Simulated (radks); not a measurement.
Values are calculated unless marked as measured or tabulated.
Species: Se+. Configuration: [Ar] 3d9 4s2 4p3 4d1 (not the ground configuration). Code: a radial shooting solver on a logarithmic mesh with Libxc functionals. Model: scalar-relativistic Kohn-Sham, BP86, spin-polarised, spherical densities, finite nucleus; open shells are filled with parallel spins first; Fermi nuclear charge, rms radius 4.14 fm.

Normalised radial functions P(r) = r R(r), r in bohr:

```
   r/bohr * 3d down, o 4s up, + 4s down (the largest magnitude, 1.24, reaches the edge; | marks zero, & curves that meet)
 0.004733                             * &
  0.00729                             * &
  0.01132                             *  &
  0.01744                             *  o+
  0.02707                             *  &
   0.0417                             |*&
  0.06475                            &| *
   0.1005                        &    |    *
   0.1549                       &     |          *
   0.2405                             |&                  *
   0.3704                             |        &                 *
   0.5751                             |     &                   *
   0.8858                   +o        |                *
    1.375          &                  |      *
    2.136                &            |*
     3.29                         &   *
    5.108                             &
    7.868                             &
    12.22                             &
```

3d down: eigenvalue -78.467 eV, 0 radial nodes, <r> = 0.607 bohr, 90 % of the charge inside 0.997 bohr. 4s up: eigenvalue -33.853 eV, 3 radial nodes at r = 0.0565, 0.231, 0.691 bohr, <r> = 1.64 bohr, 90 % of the charge inside 2.41 bohr. 4s down: eigenvalue -30.505 eV, 3 radial nodes at r = 0.0565, 0.231, 0.690 bohr, <r> = 1.64 bohr, 90 % of the charge inside 2.43 bohr.
